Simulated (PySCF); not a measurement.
CaCl at LC-ωPBE

Level: LC-ωPBE. PySCF, spin-free X2C with a Gaussian nucleus, basis sets Ca x2c-TZVPPall, Cl x2c-TZVPPall.

For CaCl, the state is ²Σ⁺ (doublet), unpaired electrons σ ↑. The bond length is 2.436 Å, the harmonic wavenumber is 373 cm⁻¹ and the force constant is 1.53 mdyn/Å. The rotational constant Be is 0.1523 cm⁻¹, the anharmonicity ωexe is 1.31 cm⁻¹ and the vibration–rotation constant αe is 0.000788 cm⁻¹. The well depth De to Ca + Cl is 4.42 eV, the dissociation energy D0 is 4.40 eV and the bond order (Mayer) is 0.76. The dipole moment (positive dipole means Ca(−)Cl(+)) is -3.71 D.

The state is the lowest determinant that a PBE0 search found; another state may lie lower at other levels.
